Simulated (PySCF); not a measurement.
Species: C₆H₄ClFO₂S.
Z-matrix (Å and degrees, GFN2-xTB geometry), rows numbered from 1:
```
O 
S   1  1.4249
O   2  1.4254  1  119.72
Cl  2  2.0411  1  106.84  3   121.28
C   2  1.7759  1  110.98  3  -130.98
C   5  1.3775  2  118.62  1   158.81
C   6  1.3871  5  118.55  2   178.41
C   7  1.3855  6  120.06  5    -0.26
C   8  1.3870  7  119.49  6     0.17
F   9  1.3394  8  119.08  7   179.96
C   5  1.3769  2  118.11  1   -23.03
H   6  1.0774  5  119.21  2    -2.15
H   7  1.0783  6  120.16  5   179.87
H   8  1.0787  7  121.25  6  -179.90
H  11  1.0776  5  120.85  2     2.20
```

NICS = −σ at a ghost point: NICS(0) at the centroid of the ring atoms, NICS(1) 1 Å to either side along the normal of their mean plane, zz for the tensor component along that normal. Level: GIAO PBE0/pcSseg-1 (PySCF, non-relativistic, gas phase) on the GFN2-xTB geometry, one conformer.

Ring bond lengths (Å), with Mayer bond orders in brackets: C5–C6 1.377 (1.37), C6–C7 1.387 (1.42), C7–C8 1.386 (1.42), C8–C9 1.387 (1.43), C9–C11 1.386 (1.41), C11–C5 1.377 (1.33).

Q: Give the NICS values of each ring in ppm.

A: 
| ring | type | NICS(0) | NICS(1), two faces | NICS(1)zz, two faces | rms pucker (Å) | centre to ring atoms, mean (Å) |
| --- | --- | --- | --- | --- | --- | --- |
| C5–C6–C7–C8–C9–C11 | 6-membered carbocycle; formal bonds all aromatic | -11.4 | -11.6 / -11.9 | -27.4 / -28.0 | 0.00 | 1.38 |

Q: What can be read from them?

A: 
- C5–C6–C7–C8–C9–C11: mean NICS(1)zz -27.7 ppm, shielded. The ring is flat and has no four-coordinate atom; by the NICS criterion it is aromatic.

Q: How equal are the bonds by HOMA? HOMA = 1 − mean of α(R − Ropt)² over the ring bonds, with Krygowski's 1993 parameters (CC: Ropt 1.388 Å, α 257.7 Å⁻²).

A: 
- C5–C6–C7–C8–C9–C11: HOMA 0.99 = 1 − EN − GEO, with mean bond length 1.383 Å, EN = α(Ropt − mean)² = 0.006 and GEO = α × variance = 0.005. The geometric and the magnetic index point the same way.

Q: Give the inner angles of the rings and the Hirshfeld charges of the ring atoms.

A: 
- C5–C6–C7–C8–C9–C11: C5 123.2° (-0.030 e), C6 118.5° (-0.043 e), C7 120.1° (-0.025 e), C8 119.5° (-0.045 e), C9 121.6° (+0.104 e), C11 117.0° (-0.055 e); sum 720.0° against 720° for a flat convex ring.

Q: How shielded are the nuclei of the rings and their hydrogens (means over atoms taken as equivalent)?

A: 
```tsv
atoms	environment	σ isotropic (ppm)	principal values of the symmetric part, first atom (ppm)
C5	substituted aromatic carbon	32.5	-35.5, 13.0, 120.1
C6	aromatic CH carbon	60.5	-32.7, 32.1, 182.1
C7	aromatic CH carbon	49.8	-55.0, 27.3, 177.2
C8	aromatic CH carbon	58.6	-29.6, 36.7, 168.8
C9	aromatic C–F carbon	14.3	-69.6, 27.1, 85.3
C11	aromatic CH carbon	67.8	-6.5, 38.7, 171.1
H12	aromatic hydrogen	23.71	19.4, 23.2, 28.6
H13	aromatic hydrogen	23.82	20.2, 24.7, 26.6
H14	aromatic hydrogen	24.06	20.5, 24.6, 27.0
H15	aromatic hydrogen	23.77	19.1, 23.2, 29.0
```
